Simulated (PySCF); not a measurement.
Species: C7H4NO (charge -1).
Numbering: `[CH:1]#[C:2][c:3]1[cH:4][cH:5][n:6][cH:7][c:8]1[O-:9]`

Structure used (GFN2-xTB), in Å, numbered top down from 1:
```
atom  x, y, z in Å
C1     3.090   -0.337    0.193
C2     1.897   -0.192    0.115
C3     0.501   -0.041    0.027
C4    -0.331   -1.121    0.303
C5    -1.702   -0.979    0.219
N6    -2.286    0.173   -0.122
C7    -1.513    1.201   -0.387
C8    -0.077    1.233   -0.350
O9     0.582    2.263   -0.621
H10    4.133   -0.435    0.254
H11    0.106   -2.075    0.584
H12   -2.374   -1.807    0.428
H13   -2.031    2.117   -0.661
```

Probes without a nucleus sit at each ring's centroid and 1 Å off its mean plane on both sides; NICS is minus the shielding there, NICSzz its component along the normal. Level: GIAO PBE0/pcSseg-1 (PySCF, non-relativistic, gas phase) on the GFN2-xTB geometry, one conformer.

Ring bond lengths (Å), with Mayer bond orders in brackets: C3–C4 1.391 (1.39), C4–C5 1.381 (1.43), C5–N6 1.336 (1.40), N6–C7 1.313 (1.58), C7–C8 1.437 (1.16), C8–C3 1.449 (1.08).

Problem. Give the NICS values of each ring in ppm.

Solution. 
```json
{"ring": "C3–C4–C5–N6–C7–C8", "type": "6-membered ring with N; formal bonds all aromatic", "NICS(0)": "-3.3", "NICS(1), two faces": "-6.9 / -6.9", "NICS(1)zz, two faces": "-15.6 / -15.6", "rms pucker (Å)": "0.00", "centre to ring atoms, mean (Å)": "1.38"}
```

Problem. What do they say, and how far can they be read as aromaticity?

Solution. 
- C3–C4–C5–N6–C7–C8: mean NICS(1)zz -15.6 ppm, shielded.

Problem. How equal are the bonds by HOMA? HOMA = 1 − mean of α(R − Ropt)² over the ring bonds, with Krygowski's 1993 parameters (CC: Ropt 1.388 Å, α 257.7 Å⁻²; CN: Ropt 1.334 Å, α 93.52 Å⁻²).

Solution. 
- C3–C4–C5–N6–C7–C8: HOMA 0.73; the largest term is that of C8–C3, α(R − Ropt)² = 0.95.

Problem. What is the mean of the two in-plane components of NICS at the second NICS(1) probe listed for ring C3–C4–C5–N6–C7–C8, 1 Å off the ring?

Solution. The isotropic value is a third of the trace: (3 × -6.9 − (-15.6))/2 = -2.6 ppm.

Problem. Give the inner angles of the rings and the Hirshfeld charges of the ring atoms.

Solution. 
- C3–C4–C5–N6–C7–C8: C3 119.7° (-0.060 e), C4 120.1° (-0.088 e), C5 122.5° (-0.081 e), N6 118.0° (-0.208 e), C7 126.9° (-0.053 e), C8 112.7° (+0.046 e); sum 720.0° against 720° for a flat convex ring.
